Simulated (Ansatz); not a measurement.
C2H5FO2Si can be A, `O=COC(F)[SiH3]`, or B, `O[Si@@H](F)[C@@H]1CO1`.

Gas-phase electronic energies from Ansatz, PBE0-D4/def2-TZVP geometries. CCSD(T)/CBS is the MP2 limit (def2-TZVPP, def2-QZVPP) plus CCSD(T) − MP2 in def2-TZVPP, frozen cores. Functionals use def2-TZVPP. B3LYP here is the variant with VWN-RPA as its local correlation; programs differ in this. Each species was taken in one conformer, which may not be the lowest.

A:

```xyz
11

O    -2.117    1.022   -1.322
C    -1.887   -0.114   -1.054
O    -0.747   -0.584   -0.499
C     0.279    0.356   -0.262
F     1.045    0.448   -1.402
Si    1.349   -0.270    1.193
H    -2.574   -0.957   -1.208
H    -0.168    1.341   -0.098
H     2.460    0.693    1.388
H     1.868   -1.617    0.860
H     0.492   -0.319    2.404
```

B:

```xyz
11

O    -1.8808   -0.5650   -0.3549
Si   -1.0077    0.8078   -0.3918
F    -1.6727    1.9621    0.4860
C     0.6556    0.4145    0.3595
C     1.3318   -0.8376   -0.0033
O     0.6159   -0.7545    1.2082
H    -1.6737   -1.1472    0.3833
H    -0.9692    1.2986   -1.7826
H     1.2907    1.2071    0.7524
H     2.4117   -0.8967    0.1024
H     0.8983   -1.4891   -0.7590
```

(1) Which isomer does CCSD(T)/CBS put lower? Give the gap. (Best estimate.)

(2) Give E(B) − E(A) in kJ/mol with CCSD(T)/def2-TZVPP, B2PLYP, HF/def2-TZVPP, CCSD/def2-TZVPP, B3LYP-D4, MP2/def2-TZVPP, B3LYP. (An estimate is asked.)

Largest T1 diagnostic: 0.015.

Results:

(1) Computed: B, by 275.8 kJ/mol.

(2) The calculation gave: CCSD(T)/def2-TZVPP -263.9, B2PLYP -257.1, HF/def2-TZVPP -245.3, CCSD/def2-TZVPP -267.5, B3LYP-D4 -246.1, MP2/def2-TZVPP -286.6, B3LYP -243.4. None reverses the order clearly.

From PBE to PBE0 (25 % exact exchange), in def2-TZVPP and without D4, E(B) − E(A) moves by −17.5 kJ/mol. In def2-TZVPP, CCSD(T) changes the Hartree–Fock value by −18.7 kJ/mol (the triples alone add +3.6 kJ/mol) and MP2 by −41.3 kJ/mol.
